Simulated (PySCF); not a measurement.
C₃H₆FNSi, SMILES F[C@@H]1CN=C[SiH2]1. Atoms are numbered in the order given.

```xyz
12

F     -1.4239     0.7010     1.1210
C     -0.9398     0.4972    -0.1839
C     -0.9219    -1.0154    -0.4696
N      0.3528    -1.6688    -0.1534
C      1.3492    -0.8820     0.0222
Si     0.9178     0.9591    -0.1855
H     -1.6072     1.0329    -0.8774
H     -1.1330    -1.2139    -1.5351
H     -1.7248    -1.5015     0.1084
H      2.3255    -1.3401     0.2403
H      1.3074     1.8688     0.9202
H      1.4030     1.4992    -1.4866
```

Geometry: TPSSh-D3(BJ)/def2-SVP. The structure was generated by enumeration; whether it is a known compound was not checked. Other conformers were not sampled.

Method: PySCF with SMD-ωB97X/6-31G*.

Solvation free energies are E(SMD) − E(gas) at the gas-phase geometry, for 1 M in both phases. In vacuum the dipole moment is 2.01 D.

```
solvent   ΔG(solv) (kcal/mol)  its non-electrostatic (CDS) part  dipole (D)
--------  -------------------  --------------------------------  ----------
water                    -4.0                               1.7        2.67
acetone                  -4.9                               0.5        2.62
methanol                 -5.3                               0.3        2.65
```
